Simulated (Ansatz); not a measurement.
A made-up structure of CH$_{3}$Se (charge -1), closed shell:

```
5
angstrom
C -0.1093 -0.0978 0.0704
Se 1.2170 1.0884 -0.7837
H 2.4535 1.9515 -0.8640
H -0.1791 0.1084 1.1421
H -1.0993 0.0480 -0.3707
```

It is relaxed with PBE-D4/def2-SVPD and then PBE0-D4/def2-TZVPD (Ansatz 0.2.0). Atoms count as bonded within 1.22 times the sum of their covalent radii (H–H: 0.88 Å). The end point is not checked to be a true minimum.

Task: Does its bonding change? (A judgement: the text doesn't fix the answer.)

Result: The calculation gives: No: no bond forms or breaks.

Where it ends: The first stage lowers the energy by 1.98 eV in 10 steps. It ends as CH₃Se ([CH2][SeH]), total charge -1:
```xyz
5
angstrom
C -0.0782 -0.0395 -0.0010
Se 1.4825 0.5320 -0.9137
H 1.7825 2.0139 -0.6376
H 0.0486 0.0624 1.0829
H -0.9526 0.5296 -0.3366
```

Labels in which every atom is bracketed show which atoms are joined, not bond orders.

For scale, one of the runs: PBE0-D4/def2-TZVPD relaxation, 121 basis functions, launched by `ansatz run in.yaml --threads 2 --pin off --events-out ev --progress --plain --max-ram 4352MiB`. Hardware: 2 CPU threads of an Arm Neoverse V2, shared host. Wall time about 13 s.
